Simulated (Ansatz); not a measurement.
C2H3NO, SMILES `COC#N` (charge 0, multiplicity 1).

Cartesian coordinates (Å):
```xyz
7

C     -0.8413     0.1431    -0.0497
O      0.2670    -0.7237    -0.4255
C      1.4220    -0.3604     0.0069
N      2.4747    -0.0626     0.3792
H     -0.9269     0.1735     1.0352
H     -0.6746     1.1409    -0.4519
H     -1.7209    -0.3108    -0.4942
```
Charge 0, multiplicity 1.

Frozen-core energies in 6-31g from Ansatz (a first-principles code) at a geometry from B3LYP-D3(BJ)/def2-TZVP; the HF reference has <S^2> = 0.00 and the T1 diagnostic is 0.013.

```json
[
 {"level": "HF", "energy (Ha)": "-206.64261"},
 {"level": "MP2", "energy (Ha)": "-207.05767"},
 {"level": "CCSD", "energy (Ha)": "-207.07037"}
]
```

Problem. Estimate the energies of CCSD(T), CCSDT and CCSDT(Q), and give each level's difference from CCSDT(Q).

Solution. 
```
level     energy (Ha)  difference from CCSDT(Q) (mHa)
--------  -----------  ------------------------------
MP2        -207.05767                           28.05
CCSD       -207.07037                           15.35
CCSD(T)    -207.08332                            2.39
CCSDT      -207.08352                            2.20
CCSDT(Q)   -207.08572                            0.00
```
